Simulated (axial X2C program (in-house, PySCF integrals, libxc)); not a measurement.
## Low determinants of GaO at the PBE0 level, two-component

Calculated with an in-house relativistic program for diatomic molecules. Two-component (2c) means X2C with spin–orbit coupling and atomic mean-field two-electron Coulomb and Gaunt terms. Basis: Ga dyall-cv3z [9s9p7d4f1g], O dyall-av3z [7s6p3d2f] (cores contracted in-house); Gaussian nuclei, density fitting, unrestricted open shells. Masses: Ga 68.926 u, O 15.995 u.

Search at 1.740 Å (vertical energies from the lowest determinant):

```
ΔE (eV)    state  electrons beyond evenly filled partner blocks  electrons in ±ω = 1/2, 3/2, 5/2, 7/2
   0.00  Ω = 1/2                                        ω = 1/2                             27 10 2 0
   0.50  Ω = 3/2                                        ω = 3/2                              28 9 2 0
   4.01  Ω = 7/2                           ω = 1/2, 2 × ω = 3/2                             27 10 2 0
   4.03  Ω = 3/2                                        ω = 3/2                             26 11 2 0
   4.33  Ω = 5/2                           2 × ω = 1/2, ω = 3/2                             26 11 2 0
   4.68  Ω = 5/2                           2 × ω = 1/2, ω = 3/2                              28 9 2 0
   4.77  Ω = 1/2                          2 × ω = -1/2, ω = 3/2                              28 9 2 0
```

Lowest determinant, Ω = 1/2 (⟨Sz⟩ = 0.50, ⟨Lz⟩ = 0.00 at PBE0): Re = 1.698 Å, ωe = 737.5 cm⁻¹.

The determinant in row 2 of the search, Ω = 3/2 (⟨Sz⟩ = 0.50, ⟨Lz⟩ = 1.00 at PBE0), was followed along the bond at PBE0; measured from the minimum of the lowest determinant it gives:

Te = 0.355 eV (2866 cm⁻¹), Re = 1.871 Å, ωe = 575.4 cm⁻¹.

(1) Compare the bond of the determinant in row 2 with that of the lowest one.

The search compares states at one distance, so a state with another bond length can lie lower; it is not exhaustive and yields mostly the lowest determinant of each block pattern, so other components and higher states of one pattern are missing. These are energies of single determinants, not of spin-adapted states; PBE0 term energies can be off by some tenths of an eV, and the functional has no current term.

Results:

(1) At PBE0 its Re is 0.173 Å longer and its force constant, which goes as ωe², is 0.61 times that of the lowest determinant. T0 ≈ Te + Δωe/2 = 2866 + (-81) = 2785 cm⁻¹.
